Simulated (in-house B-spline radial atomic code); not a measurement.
Ionisation energies along the 5-electron series, configuration [He] 2s2 2p1, as differences of self-consistent energies. Dirac energy differences include first-order Breit, QED and recoil terms. NIST's values go from ground level to ground level; the uncertainty of those that are theory runs from under 0.1 % in few-electron ions to several per cent in heavy many-electron ones. Computed with a radial B-spline atomic code at the basis-set limit: Dirac-Hartree-Fock, average of the configuration, finite nuclei.

| ion | configuration after | ionisation energy (eV) | IE/(q+1)² (eV) | Breit and QED recoil part (eV) | tabulated value (eV) | tabulated kind | computed minus tabulated (eV) |
| --- | --- | --- | --- | --- | --- | --- | --- |
| Sn45+ | [He] 2s2 | 7617.6 | 3.6 | -5.9385 | 7790 | tabulated theory | -172 |
| Sb46+ | [He] 2s2 | 7952.2 | 3.5999 | -6.3394 | 8140 | tabulated theory | -188 |
| Te47+ | [He] 2s2 | 8294.4 | 3.6 | -6.7583 | 8499 | tabulated theory | -205 |
| I48+ | [He] 2s2 | 8644.2 | 3.6003 | -7.1976 | 8867 | tabulated theory | -223 |
| Xe49+ | [He] 2s2 | 9001.8 | 3.6007 | -7.656 | 9243 | tabulated theory | -241 |
| Cs50+ | [He] 2s2 | 9367.1 | 3.6013 | -8.1351 | 9629 | tabulated theory | -262 |
| Ba51+ | [He] 2s2 | ? | ? | ? | ? | tabulated theory | ? |
| La52+ | [He] 2s2 | 10121.1 | 3.6031 | -9.1566 | 10426 | tabulated theory | -305 |
| Ce53+ | [He] 2s2 | 10509.9 | 3.6042 | -9.7006 | 10840 | tabulated theory | -330 |
| Pr54+ | [He] 2s2 | ? | ? | ? | ? | tabulated theory | ? |
| Nd55+ | [He] 2s2 | 11311.4 | 3.607 | -10.858 | 11694 | tabulated theory | -383 |
| Pm56+ | [He] 2s2 | 11724.2 | 3.6086 | -11.472 | 12136 | tabulated theory | -412 |
| Sm57+ | [He] 2s2 | ? | ? | ? | ? | tabulated theory | ? |
| Eu58+ | [He] 2s2 | 12574.1 | 3.6122 | -12.777 | 13050 | tabulated theory | -476 |

(1) Fill in the row of Ba51+.

(2) Fill in the row of Pr54+.

(3) Fill in the row of Sm57+.

Where a p, d or f electron is removed, the computed value is a mean over both j, so it misses the tabulated one by a part of the spin-orbit splitting; averaging over terms and missing correlation add to the gap, relatively most at low charge.

Answers

(1) ionisation energy (eV): 9740.2; IE/(q+1)² (eV): 3.6021; Breit and QED recoil part (eV): -8.6349; tabulated value (eV): 10023; computed minus tabulated (eV): -283.

(2) ionisation energy (eV): 10906.7; IE/(q+1)² (eV): 3.6055; Breit and QED recoil part (eV): -10.267; tabulated value (eV): 11262; computed minus tabulated (eV): -355.

(3) ionisation energy (eV): 12145.1; IE/(q+1)² (eV): 3.6103; Breit and QED recoil part (eV): -12.111; tabulated value (eV): 12588; computed minus tabulated (eV): -443.
